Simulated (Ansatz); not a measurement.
Consider the cleavage of the Si–Si bond: `F[SiH2][SiH2]Cl` + `O[SiH2]F` → `F[SiH2]O[SiH2]F` + `[SiH3]Cl`.

Gas-phase electronic energies from Ansatz, PBE0-D4/def2-TZVP geometries. CCSD(T)/CBS adds triple-zeta CCSD(T) − MP2 to the extrapolated MP2 energy (def2 sets, frozen cores). This one scheme is used for every species. DFT in def2-TZVPP. Each species was taken in one conformer, which may not be the lowest.

```tsv
level	ΔE (kcal/mol)	difference from CCSD(T)/CBS
PBE-D4	-26.5	7.0
PBE0-D4	-29.0	4.5
ωB97X-V	-32.4	1.1
B2PLYP	-34.4	-0.9
PBE0	-29.1	4.4
SCS-MP2/def2-TZVPP	-36.3	-2.8
CCSD(T)/def2-TZVPP	-33.9	-0.4
HF/def2-QZVPP	-40.6	-7.1
HF/CBS(def2)	-40.7	-7.2
CCSD/CBS(def2)	-34.4	-0.9
CCSD(T)/CBS	-33.5	0
```

Largest T1 diagnostic among the species: 0.012.

In def2-TZVPP, CCSD(T) changes the Hartree–Fock value by +6.0 kcal/mol (the triples alone add +0.9 kcal/mol) and MP2 by +4.5 kcal/mol. From PBE to PBE0 (25 % exact exchange), in def2-TZVPP and without D4, ΔE moves by −2.5 kcal/mol.
